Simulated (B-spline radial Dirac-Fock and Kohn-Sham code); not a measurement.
## Au²⁺ 3s: cross section and angular parameters

System: the Au²⁺ ion, configuration [Xe] 4f14 5d9; threshold 3425.2 eV (orbital energy of the model). Model: Dirac-Hartree-Slater photoionisation with a Latter tail; cross sections with all multipoles, angular parameters from the dipole term and its interference with E2. Program: a radial atomic solver.

```
hν (eV)  σ (kb)      β       γ
   4290    16.6  1.892   0.949
   5080    12.9  1.904   0.604
   6000    9.98  1.914   0.341
   6680    8.38  1.919   0.200
   7600    6.74  1.923   0.060
 8047.8    6.10  1.925   0.008
   9420    4.61  1.930  -0.103
  10600       ?      ?       ?
  12500    2.74  1.935  -0.179
```

Question: Give the values at 10600 eV.

Answer: σ = 3.72 kb, β = 1.932, γ = -0.154. For an s subshell δ is negligible.

Values without a named source are computed, but for edge energies of neutral atoms, which are taken from tables.
